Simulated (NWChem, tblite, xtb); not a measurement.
How methods differ on GaH5O4 (SMILES [OH][Ga-]([OH])([OH])[OH2+])

GaH5O4: 10 atoms, total charge 0, spin state singlet. SMILES: `[OH][Ga-]([OH])([OH])[OH2+]`. The coordinates come from a PBE0-D4/def2-TZVP relaxation. This is one conformer, not always the lowest.

| atom | x (Å) | y (Å) | z (Å) |
| --- | --- | --- | --- |
| O | -1.3655 | 0.8395 | 0.8268 |
| Ga | -0.2587 | -0.3696 | 0.0778 |
| O | 1.2684 | -0.7790 | 0.9633 |
| O | -0.9512 | -1.4970 | -1.1226 |
| O | 0.8409 | 1.1170 | -0.9290 |
| H | -2.2903 | 0.6800 | 0.6310 |
| H | 1.1798 | -0.7781 | 1.9173 |
| H | -0.3794 | -2.2448 | -1.3056 |
| H | 1.6498 | 1.0538 | -0.3992 |
| H | 0.3892 | 1.9268 | -0.6568 |

Each level gives the dipole moment (D). The values are calculated.

```tsv
level	kind	program	value (D)
GFN2-xTB	semi-empirical	tblite	2.79
GFN0-xTB	semi-empirical	xtb	2.46
GFN1-xTB	semi-empirical	xtb	2.50
IPEA1-xTB	semi-empirical	tblite	2.26
HF/STO-3G	Hartree–Fock	NWChem	2.92
HF/3-21G	Hartree–Fock	NWChem	2.34
HF/def2-SVP	Hartree–Fock	NWChem	2.18
B3LYP/6-31G* (Cartesian functions)	global hybrid	NWChem	2.17
PBE0/def2-SVP	global hybrid	NWChem	2.16
```

All-electron rows without a relativistic Hamiltonian named are non-relativistic. The values span 2.16 to 2.92 D. Magnitudes only. Sets without polarisation functions give poor dipoles. Without the sets that lack polarisation functions the rows with a basis span only 2.16 to 2.18 D.
